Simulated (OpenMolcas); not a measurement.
# Levels of Mo V by method

```yaml
Program: OpenMolcas
Basis: ANO-RCC-VTZP [7s6p4d2f1g]
Scalar_Hamiltonian: DKH2, point nucleus
Active_space: 2 electrons in 5 orbitals (4d)
State_averaging: 2S+1 = 3 even, 10 roots; 2S+1 = 1 even, 15 roots kept (CI in the orbitals of an earlier block)
Spin-orbit_coupling: RASSI with atomic mean-field integrals over the reference wave functions, term energies averaged over their components
```

Methods on the same reference wave functions:
A. CASSCF
B. SS-CASPT2, IPEA 0.25 Eh, imaginary shift 0.1 Eh (closed shells correlated: 4s 4p)

Energies in cm⁻¹ above 4d² ³F₂, the measured ground level; measured values from Sugar and Musgrove, J. Phys. Chem. Ref. Data 17, 155 (1988).

```csv
Level,A,B,Measured
4d² ³F₂,0.0,0.0,0.0
4d² ³F₃,1488,1529,1578
4d² ³F₄,3228,3260,3357
4d² ¹D₂,12756,10060,10190
4d² ³P₀,13829,11770,11161
4d² ³P₁,14428,12400,11807
4d² ³P₂,15972,13810,13408
4d² ¹G₄,19348,16920,16354
4d² ¹S₀,45602,38080,37738
```

Deviations, from unrounded energies. A percentage is the sum of absolute deviations over the sum of measured energies, with the sign that they share, or ± where signs differ.

```csv
Against measurement,Levels,A,B
mean absolute deviation (cm-1),8,2700,350
fine structure of the ground term (%),2,-4.4,-3.0
other terms of the ground configuration (%),6,+21.1,±2.6
```

B lies closest to measurement on these levels. The largest miss of B in the table is 4d² ³P₀, by +610 cm-1. The ranking rests on the paired levels alone, and a cruder setting can come out closer through cancelling errors.

From A to B the spin-free energies of the other terms of 4d² shown, above ³F, scale by factors of 0.74 to 0.86, as is usual when dynamic correlation screens the repulsion within a d or f shell.

The lowest spin-free term lies below A's lowest term by 0.265 hartree in B.

CASPT2 breaks the degeneracy within a term, and the mean is taken; among the terms shown or strongly mixed into the levels shown the widest spread is 480 cm-1 (4d² ¹G, B). Terms from blocks run as CI alone lack orbitals of their own. Without dynamic correlation excited terms often stand tens of per cent too high (terms of higher spin than the ground term too low), and those without a measured partner can miss by more than the paired ones (holds for A). Measured partners are found by configuration, term and J. A level has none where our copy of the source lacks it or the pairing is in doubt (some pairs that miss far off the trend of their configuration count as doubtful), and it then counts in no deviation. Only configurations of the active space appear.
